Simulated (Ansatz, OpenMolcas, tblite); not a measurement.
## A ladder of methods for C3H4AlF (SMILES C#[C][Al]([CH3])[F])

The species is C3H4AlF (9 atoms), meant as a singlet with charge 0. SMILES: `C#[C][Al]([CH3])[F]`. Geometry: relaxed at PBE0-D4/def2-TZVP.

Each level gives the vertical ionisation energy (to the doublet cation) (eV). The values are calculated.

```json
{"level": "IPEA1-xTB", "kind": "semi-empirical", "program": "tblite", "value (eV)": "14.35", "less CCSD(T)/cc-pVDZ": "+3.67"}
{"level": "PBE/cc-pVDZ", "kind": "GGA", "program": "OpenMolcas", "value (eV)": "10.06", "less CCSD(T)/cc-pVDZ": "-0.62"}
{"level": "M06-L/cc-pVDZ", "kind": "meta-GGA", "program": "OpenMolcas", "value (eV)": "10.22", "less CCSD(T)/cc-pVDZ": "-0.46"}
{"level": "PBE0/cc-pVDZ", "kind": "global hybrid", "program": "Ansatz", "value (eV)": "10.42", "less CCSD(T)/cc-pVDZ": "-0.26"}
{"level": "wB97X/cc-pVDZ", "kind": "range-separated hybrid", "program": "Ansatz", "value (eV)": "10.69", "less CCSD(T)/cc-pVDZ": "+0.01"}
{"level": "B2PLYP/cc-pVDZ", "kind": "double hybrid", "program": "Ansatz", "value (eV)": "10.63", "less CCSD(T)/cc-pVDZ": "-0.05"}
{"level": "RPA@PBE0/cc-pVDZ", "kind": "RPA", "program": "Ansatz", "value (eV)": "10.41", "less CCSD(T)/cc-pVDZ": "-0.27"}
{"level": "MP2/cc-pVDZ", "kind": "perturbation theory", "program": "Ansatz", "value (eV)": "10.95", "less CCSD(T)/cc-pVDZ": "+0.27"}
{"level": "CCSD(T)/cc-pVDZ", "kind": "coupled cluster or CI", "program": "Ansatz", "value (eV)": "10.68", "less CCSD(T)/cc-pVDZ": "0.00"}
```

Differences are taken from CCSD(T)/cc-pVDZ for orientation; it has basis-set and higher-order errors of its own. The values span 10.06 to 14.35 eV. The xTB values lack the empirical shift that such differences need.
